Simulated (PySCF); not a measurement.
Sb(F)5 anion (F5Sb), SMILES [F][Sb]([F])([F])([F])[F] (connectivity only; charge and spin as stated), charge -1, multiplicity 2. Atoms are numbered in the order given.

```xyz
6

Sb     0.0000     0.0000    -0.1727
F      1.4144    -1.4144    -0.1947
F     -1.4144     1.4144    -0.1947
F      0.0000     0.0000     1.7576
F      1.4144     1.4144    -0.1947
F     -1.4144    -1.4144    -0.1947
```
Charge -1, spin multiplicity 2.

Geometry: PBE0-D3(BJ)/def2-SVPD. The spin state was assumed, not searched. The isomer is the one that the SMILES or the coordinates give; other isomers of the formula were not compared. The def2 effective core potentials stand for the cores of Sb; spin–orbit coupling is left out.

Calculation: PBE/def2-SVPD (PySCF).

Mulliken values depend strongly on the basis, most of all with diffuse functions as here. ESP charges are fitted to the potential on shells at 1.4 to 2.0 van der Waals radii. Atomic charges (e):

```
atom  ESP fit  Mulliken  Mulliken spin
----  -------  --------  -------------
Sb1       [?]      2.16           0.66
F2        [?]     -0.62           0.09
F3        [?]     -0.62           0.09
F4        [?]     -0.66          -0.01
F5        [?]     -0.62           0.09
F6        [?]     -0.62           0.09
```

Some entries are withheld; supply them. (Estimate from the structure and the level; the computed values follow.)


- Sb1, ESP fit: 0.86
- F2, ESP fit: -0.39
- F3, ESP fit: -0.39
- F4, ESP fit: -0.29
- F5, ESP fit: -0.39
- F6, ESP fit: -0.39
